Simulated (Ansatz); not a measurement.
Species: ethoxy(difluoro)borane, C2H5BF2O (charge 0, singlet). 
Structure (B3LYP-D3(BJ)/def2-TZVP (Ansatz, a first-principles code) minimum search):
```xyz
11

C     -2.1692    -0.4595     0.6482
C     -0.9372    -1.1809     0.1432
O      0.2590    -0.5035     0.5666
B      0.8685     0.4175    -0.1909
F      1.9553     1.0256     0.2649
F      0.4328     0.7602    -1.4053
H     -2.2434     0.5374     0.2107
H     -3.0665    -1.0184     0.3753
H     -2.1395    -0.3622     1.7340
H     -0.8720    -2.1847     0.5621
H     -0.9482    -1.2614    -0.9453
```
Charge 0, spin multiplicity 1.

Basis-set convergence of Hartree-Fock and MP2 correlation energies (hartree) with Ansatz. Valence correlation only, unless marked. Spin-orbit coupling is left out. No relativistic terms.

```json
[
 {"basis": "cc-pVDZ", "functions": "109", "E(HF)": "-377.27170", "E(corr, MP2)": "-0.91777"},
 {"basis": "cc-pVTZ", "functions": "250", "E(HF)": "-377.40406", "E(corr, MP2)": "-1.17472"},
 {"basis": "cc-pVQZ", "functions": "480", "E(HF)": "-377.43284", "E(corr, MP2)": "-1.26836"}
]
```

Extrapolating the two largest sets (X = 3 and 4) as X^-3: E(corr) = (64·(-1.26836) - 27·(-1.17472))/37 = -1.3367 Eh, an estimate of the basis-set limit. The largest set recovers 94.9 % of it, the smallest 68.7 %.
